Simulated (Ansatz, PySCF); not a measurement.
CH3Be, SMILES [Be+][CH3], charge +1.

Geometry optimised at B3LYP-D3(BJ)/def2-TZVPD. The spin state was assumed, not searched. The isomer is the one that the SMILES or the coordinates give; other isomers of the formula were not compared.

Vertical ionisation energy (IE) and electron affinity (EA) in eV. Rows of orbital energies are one-electron estimates. Where ΔSCF, EOM or ADC give a negative EA the extra electron is unbound and the value depends on the basis.

```tsv
level	IE	EA
−ε(HOMO), −ε(LUMO), HF/def2-TZVPD (PySCF)	18.32	7.15
−ε(HOMO), −ε(LUMO), PBE0/def2-TZVPD (PySCF)	15.40	9.84
−ε(HOMO), −ε(LUMO), PBE/def2-TZVPD (PySCF)	14.19	10.73
ΔSCF, CAM-B3LYP/def2-TZVPD (Ansatz), final states of multiplicity 2 and 2	18.25	7.95
ΔSCF, PBE/def2-TZVPD (Ansatz), final states of multiplicity 2 and 2	[?]	[?]
```

Question: Fill in the missing entries. (Estimate from the structure and the level; the computed values follow.)

Answer: 
- ΔSCF, PBE/def2-TZVPD (Ansatz, a quantum-chemistry and plane-wave program), final states of multiplicity 2 and 2, IE: 18.22
- ΔSCF, PBE/def2-TZVPD (Ansatz), final states of multiplicity 2 and 2, EA: 7.85

Question: What vertical singlet–triplet gap does ΔSCF give with CAM-B3LYP/def2-TZVPD (Ansatz) and with PBE/def2-TZVPD (Ansatz)? (The exact figures need the calculation; the answer reports its results.)

Answer: 3.38 and 3.43 eV (triplet above singlet where positive).
